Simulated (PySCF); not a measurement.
Bond curve of TeO⁻

Set-up: basis Te aug-cc-pVDZ-PP with ECP28, O aug-cc-pVDZ; scalar-relativistic core potentials; PySCF 2.14. Energies in eV from Te⁻ + O in their ground configurations at the same level. State: ²Π (doublet), unpaired electrons π ↑.

| R (Å) | r²SCAN |
| --- | --- |
| 1.658 | -2.183 |
| 1.735 | -2.990 |
| 1.812 | -3.433 |
| 1.870 | -3.595 |
| 1.928 | -3.650 |
| 1.986 | -3.625 |
| 2.063 | -3.504 |
| 2.159 | -3.261 |
| 2.275 | -2.902 |
| 2.429 | -2.399 |

Question: Put a parabola through the three lowest points of the r²SCAN curve and estimate Re, k and ωe (reduced mass 14.24 u; 1 eV/Å² = 0.16022 mdyn/Å; ωe = 1302.8·√(k/μ) cm⁻¹).

Answer: Through R = 1.87, 1.928, 1.986 Å the second-order coefficient is 11.9 eV/Å², so Re ≈ 1.939 Å, k ≈ 3.81 mdyn/Å and ωe ≈ 674 cm⁻¹. A polynomial fit of higher order to the unrounded r²SCAN energies gives Re = 1.936 Å, k = 3.63 mdyn/Å, ωe = 658 cm⁻¹; anharmonicity and rounding make the difference.

The higher-order fit for each curve: r²SCAN: Re = 1.936 Å, ωe = 658 cm⁻¹, De = 3.65 eV.

Spin–orbit coupling is left out, which matters for elements this heavy, above all for dissociation energies. For an ion De counts to the pair picked by the measured ionisation energies or electron affinities, which need not be the lowest pair at this level. The highest Kohn–Sham level is positive in this anion. Much of that is self-interaction error, but it also means that the finite basis helps to hold the extra electron. The state was picked by a PBE0 search and need not be the measured ground state.
